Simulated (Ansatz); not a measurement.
Energy needed to pull apart BAsH$_{3}$Br (SMILES [AsH2]BBr), closed shell, into free ground-state atoms, from the structure below (displaced at random from a GFN2-xTB minimum); no zero-point or spin–orbit terms; open-shell atoms are treated unrestricted, in their ground-state multiplicity.

As1  (-1.293, 0.522, -0.025)
B2  (0.670, -0.189, 0.744)
Br3  (1.231, -1.959, 0.236)
H4  (-1.278, -0.550, -1.112)
H5  (-0.482, 1.686, -0.815)
H6  (1.252, 0.565, 1.449)
(Å)

Program: Ansatz 0.2.0. Basis: def2-TZVPP. Cores are frozen in the correlated methods. Filled d shells of the heavier atoms are correlated. The def2 sets are not built for correlating such inner shells, so the correlated values are less sure here.

| method | atomization energy (kcal/mol) |
| --- | --- |
| PBE-D4 | 395.4 |
| r2SCAN-D4 | 391.8 |
| PBE0-D4 | 387.6 |
| CAM-B3LYP-D4 | 386.9 |
| LC-wPBE | ? |
| wB97M-V | 385.4 |
| HF | 273.2 |
| MP2 | ? |
| CCSD | 368.5 |
| CCSD(T) | 375.7 |

Task: What does LC-wPBE give? (Judge from chemistry; the value comes from the calculation.)

Result: The calculation gives: 376.8 kcal/mol, which is about 1.0 kcal/mol more than CCSD(T)/def2-TZVPP.

Task: What does MP2 give? (An estimate is asked for; the value comes from the calculation.)

Result: Computed: 376.2 kcal/mol, which is about 0.5 kcal/mol more than CCSD(T)/def2-TZVPP.

In triple zeta the MP2 and coupled-cluster atomization energies are still short of their basis limit by a few kcal/mol a bond, whereas those of the functionals are nearly converged, so these differences are not deviations from converged CCSD(T).

No T1 diagnostic of these runs exceeds 0.013.

For scale, one of the runs: CCSD(T)/def2-TZVPP forces, 169 basis functions (an equivalent command: `ansatz run in.yaml --threads 4`). The run took 3.7 min on 4 CPU threads (shared host), with 2.5 GiB of host memory at its peak.
